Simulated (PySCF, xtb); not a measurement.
CHF2, SMILES F[CH]F (connectivity only; charge and spin as stated), charge +1, multiplicity 1.

GFN2-xTB in xtb at its own geometry gives an orbital gap of 4.15 eV.

Geometry optimised at PBE0-D3(BJ)/def2-TZVP. The spin state was assumed, not searched. The isomer is the one that the SMILES or the coordinates give; other isomers of the formula were not compared.

Q: What does PBE/def2-TZVPD in PySCF give? (The exact figures need the calculation; the answer reports its results.)

A: gap 7.02 eV (levels -19.34 and -12.31 eV).
